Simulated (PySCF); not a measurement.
Dy²⁺ (dysprosium, charge +2) across methods

[Xe] 4f10, one real determinant. Computed with PySCF 2.14 in ANO-RCC-VTZP (8s7p5d3f2g1h, 104 functions), with the spin-free X2C one-electron Hamiltonian (Gaussian nucleus).

```tsv
method	E (hartree)	mean ε 5p β (eV)	mean ε 4f α (eV)	mean ε 4f β (eV)	Σ⟨r²⟩ (bohr²)	⟨S²⟩
LDA	-12147.03	-39.031	-18.665	-16.055	38.33	6.003
PBE0	-12155.47	-40.399	-21.094	-18.334	38.07	6.004
UHF	-12151.28920	-44.201	-28.779	-24.577	37.68	6.007
r2SCAN	-12155.84	-39.231	-18.307	-15.973	38.10	6.005
```

Problem. Estimate the same row for PBE.

Solution. E (hartree) = -12155.64; mean ε 5p β (eV) = -38.704; mean ε 4f α (eV) = -18.337; mean ε 4f β (eV) = -16.004; Σ⟨r²⟩ (bohr²) = 38.32; ⟨S²⟩ = 6.003.

⟨L²⟩ = 34.01 against 42 for a pure I term, so this real determinant mixes terms. Spin-orbit coupling, absent here, splits the open shell strongly.
